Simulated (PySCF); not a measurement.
# Electron correlation in C⁺ (carbon, charge +1)

[He] 2s1 2p1 3s1, high-spin 4P determinant (an excited configuration). Calculation: PySCF 2.14, in dyall-av2z; the non-relativistic Hamiltonian (point nucleus). Frozen: 1s2; 3 electrons correlated; the 8 highest virtual orbitals of each spin left out.

```json
{"level": "CCSD", "correlation energy (mhartree)": "-11.35"}
{"level": "(T)", "correlation energy (mhartree)": "-0.06"}
{"level": "CCSD(T)", "correlation energy (mhartree)": "-11.41"}
{"level": "CCSDT", "correlation energy (mhartree)": "-11.44"}
```

Diagnostics: T1 = 0.0070, D1 = 0.0165, largest double amplitude 0.050.

**Question.** Is a single reference adequate?

**Answer.** Yes: T1 lies below 0.03 and no double amplitude reaches 0.07.
